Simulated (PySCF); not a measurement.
Working out the ionisation energy of Xe²⁺

Xe²⁺ [Kr] 4d10 5s2 5p4 (3P) → Xe³⁺ [Kr] 4d10 5s2 5p3 (4S). Computed with PySCF 2.14 in aug-cc-pVDZ-PP with ECP28MDF, with a scalar-relativistic core potential. Frozen: 4s2 4p6 4d10. Energies in hartree (1 hartree = 27.21139 eV):

```tsv
part	Xe²⁺ (lower)	Xe³⁺ (upper)
UHF	-327.126718	-326.051293
MP2 opposite-spin	-0.046828	-0.036287
MP2 same-spin	-0.015369	-0.012624
```

What does Hartree-Fock give?

(-326.051293) − (-327.126718) = 1.075425 hartree = 29.264 eV.

What do MP2 and SCS-MP2 (6/5 opposite-spin, 1/3 same-spin) give?

The opposite-spin parts differ by 0.287 eV and the same-spin parts by 0.075 eV. MP2: 29.264 + (0.287) + (0.075) = 29.626 eV. SCS-MP2: 29.264 + 1.2 × (0.287) + (0.075)/3 = 29.633 eV.

Reference: 31.05 ± 0.04 eV (semi-empirical (NIST evaluation); NIST Atomic Spectra Database, ionization energies), between the lowest levels; spin-orbit coupling is absent from the calculation.

A double-zeta basis recovers only part of the correlation energy.

What remains against the reference includes basis incompleteness, the frozen core and correlation beyond second order.
